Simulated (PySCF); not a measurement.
C4H9Al, SMILES C=[CH][Al]([CH3])[CH3].

Geometry optimised at B3LYP-D3(BJ)/def2-SVP. The structure was generated by enumeration; whether it is a known compound was not checked. The values are those of a single conformer.

All values below come from IEF-PCM-B3LYP/def2-SVP run with PySCF.

The values are the electrostatic part of the solvation free energy, E(continuum) − E(gas) at the gas-phase geometry, in a cavity of scaled van der Waals radii (PySCF's table); cavitation and dispersion terms are not included. A continuum can't describe solvent molecules that bind to the metal. In vacuum the orbital gap is 6.16 eV. The dipole moment in vacuum is 0.08 D.

Computed values in water (ε = 78.36), chloroform (ε = 4.71), cyclohexanone (ε = 15.62):
```
solvent            ε  ΔG(elec) (kcal/mol)  dipole (D)  gap (eV)
-------------  -----  -------------------  ----------  --------
water          78.36                 -2.6        0.06      6.25
chloroform      4.71                 -1.8        0.06      6.23
cyclohexanone  15.62                 -2.3        0.06      6.24
```
